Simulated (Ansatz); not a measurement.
CH$_{2}$BNTe (`B1N=C[Te]1`), relaxed with RKS PBE-D4/def2-SVP in the Gaussian-basis code of Ansatz from a rough embedded geometry. The force threshold is 0.03 eV/Å; the program also tests the step.

The species carries charge 0 and has multiplicity 1. Te takes the def2 core potential.

Start:

```xyz
6

B    -0.657   -0.020    0.819
N    -0.671    0.323   -0.609
C     0.620    0.283   -0.809
Te    1.038   -1.085    0.598
H    -1.526   -0.071    1.704
H     1.195    0.571   -1.703
```

(1) By how much does the energy fall, and how many steps does the optimiser take? (Estimate.)

(2) Which bonds change most? (Best estimate.)

(3) Give the relaxed structure. (Estimate.)

Answers

(1) Computed: 153.21 kJ/mol, in 10 steps.

(2) Ansatz gave: B1–Te4 from 2.014 to 2.220 Å; C3–Te4 from 2.007 to 2.212 Å; B1–H5 from 1.241 to 1.211 Å.

(3) Computed: 
```xyz
6

B    -0.691   -0.191    0.629
N    -0.856    0.232   -0.755
C     0.438    0.153   -0.787
Te    1.243   -1.280    0.693
H    -1.266    0.280    1.585
H     1.131    0.806   -1.365
```
